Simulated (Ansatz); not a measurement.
Relaxation of C2H8B2ClN (14 atoms, charge 0, multiplicity 1), to a largest force component of 0.015 eV/Å in at most 40 steps.

Computed with RKS PBE/def2-SVP (Ansatz 0.2.0).

```xyz
14
Properties=species:S:1:pos:R:3:forces:R:3
C -0.678 -0.370 1.776 -0.33 2.79 -0.69
B -0.081 -0.124 0.323 0.69 -1.06 1.78
C 1.152 -0.984 -0.138 0.93 0.19 2.24
B -0.649 1.018 -0.728 -1.38 1.31 -2.07
N -0.120 1.215 -2.125 0.18 -0.25 2.43
Cl -2.184 2.028 -0.215 1.10 -0.54 -0.31
H -0.154 -1.105 2.336 0.63 -1.19 0.94
H -1.747 -0.618 1.646 -0.28 -0.06 0.22
H -0.676 0.645 2.372 -0.12 -1.40 -0.83
H 2.037 -0.309 -0.329 -0.49 -0.27 -0.40
H 0.919 -1.573 -1.009 0.04 -0.46 -1.17
H 1.506 -1.676 0.701 -0.34 0.35 -0.79
H -0.851 0.959 -2.783 -0.32 0.36 -0.58
H 0.095 2.220 -2.146 -0.29 0.22 -0.76
```

**Question.** Where does it end, and by what steps?

**Answer.** It converged. After 37 steps the energy has fallen by 1.689 eV; Cl6 moved furthest, 2.58 Å.

```
step  energy less start (eV)  largest force component (eV/Å)  accepted
   0                  0.0000                           2.792       yes
   2                 -0.5991                           1.493       yes
   4                 -1.0396                           1.584       yes
   6                 -1.4569                           1.370       yes
   8                 -1.6364                           0.495       yes
  10                 -1.6466                           0.107       yes
  12                 -1.6522                           0.165       yes
  14                 -1.6588                           0.229       yes
  16                 -1.6671                           0.222       yes
  18                 -1.6724                           0.275       yes
  20                 -1.6775                           0.143       yes
  22                 -1.6803                           0.075       yes
  24                 -1.6819                           0.074       yes
  26                 -1.6795                           0.307        no
  28                 -1.6838                           0.032       yes
  30                 -1.6857                           0.045       yes
  32                 -1.6874                           0.087       yes
  34                 -1.6888                           0.072       yes
  36                 -1.6894                           0.017       yes
  37                 -1.6895                           0.014       yes
```

```xyz
14
Properties=species:S:1:pos:R:3
C -0.891 -0.468 1.497
B 0.050 -0.101 0.284
C 1.412 -0.876 0.089
B -0.352 1.198 -0.747
N -1.079 1.215 -1.944
Cl 0.276 2.791 -0.154
H -0.385 -0.987 2.338
H -1.614 -1.209 1.070
H -1.511 0.364 1.886
H 2.182 -0.185 0.511
H 1.717 -1.034 -0.965
H 1.499 -1.827 0.655
H -1.470 0.374 -2.368
H -1.264 2.072 -2.469
```

The run took 65 s on 2 threads of Intel(R) Xeon(R) 6975P-C (Granite Rapids) (shared host), peak memory 0.19 GiB.
